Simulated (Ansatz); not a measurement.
Compare A (`BC[SiH](O)F`) with its isomer B (`CB(F)[SiH2]O`).

Calculated with Ansatz (gas phase, PBE0-D4/def2-TZVP geometries, no zero-point term in ΔE). CBS: MP2 limit from def2 TZ/QZ plus the TZ coupled-cluster correction, frozen cores. Functionals use def2-TZVPP. B3LYP here is the variant with VWN-RPA as its local correlation; programs differ in this. Each species was taken in one conformer, which may not be the lowest.

Which isomer does CCSD(T)/CBS put lower? Give the gap. (Estimate.)

Ansatz gave: A, by 62.4 kJ/mol.

Give E(B) − E(A) in kJ/mol with B2PLYP, PBE-D4, r2SCAN-D4, B3LYP, MP2/def2-TZVPP, CCSD/def2-TZVPP, B3LYP-D4. (Best estimate.)

The calculation gave: B2PLYP 57.1, PBE-D4 39.8, r2SCAN-D4 55.5, B3LYP 49.4, MP2/def2-TZVPP 68.5, CCSD/def2-TZVPP 59.5, B3LYP-D4 52.3. None reverses the order clearly.

Largest T1 diagnostic: 0.013.

From PBE to PBE0 (25 % exact exchange), in def2-TZVPP and without D4, E(B) − E(A) moves by +8.5 kJ/mol.
